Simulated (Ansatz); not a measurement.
Reaction (formal exchange of groups at a B–C bond): `C/C=C\BN` + `NC([SiH3])S` → `NBC(N)[SiH3]` + `C/C=C/S`

Gas-phase electronic energies from Ansatz, PBE0-D4/def2-TZVP geometries. CCSD(T)/CBS is the MP2 limit (def2-TZVPP, def2-QZVPP) plus CCSD(T) − MP2 in def2-TZVPP, frozen cores. Double bonds are as drawn, so ΔE can hold a change between cis and trans. DFT in def2-TZVPP. B3LYP here is the variant with VWN-RPA as its local correlation; programs differ in this. One conformer a species, not always the lowest.

| level | ΔE (kJ/mol) | difference from CCSD(T)/CBS |
| --- | --- | --- |
| PBE-D4 | 5.6 | -5.5 |
| r2SCAN-D4 | 5.8 | -5.3 |
| PBE0-D4 | 6.4 | -4.7 |
| B3LYP-D4 | 9.2 | -1.9 |
| ωB97X-V | 7.7 | -3.4 |
| ωB97M-V | 8.3 | -2.8 |
| B2PLYP | 9.5 | -1.6 |
| PBE | 5.4 | -5.7 |
| r2SCAN | 5.9 | -5.2 |
| PBE0 | 6.4 | -4.7 |
| B3LYP | 8.7 | -2.4 |
| HF/def2-TZVPP | 14.4 | 3.3 |
| MP2/def2-TZVPP | 8.8 | -2.3 |
| SCS-MP2/def2-TZVPP | 9.6 | -1.5 |
| CCSD/def2-TZVPP | 9.1 | -2.0 |
| CCSD(T)/def2-TZVPP | 9.1 | -2.0 |
| HF/def2-QZVPP | 14.7 | 3.6 |
| MP2/def2-QZVPP | 10.1 | -1.0 |
| SCS-MP2/def2-QZVPP | 10.8 | -0.3 |
| HF/CBS(def2) | 14.7 | 3.6 |
| MP2/CBS(def2) | 10.8 | -0.3 |
| CCSD/CBS(def2) | 11.1 | 0.0 |
| CCSD(T)/CBS | 11.1 | 0 |

Largest T1 diagnostic among the species: 0.012.

In def2-TZVPP, CCSD(T) changes the Hartree–Fock value by −5.3 kJ/mol (the triples alone add −0.1 kJ/mol) and MP2 by −5.5 kJ/mol.
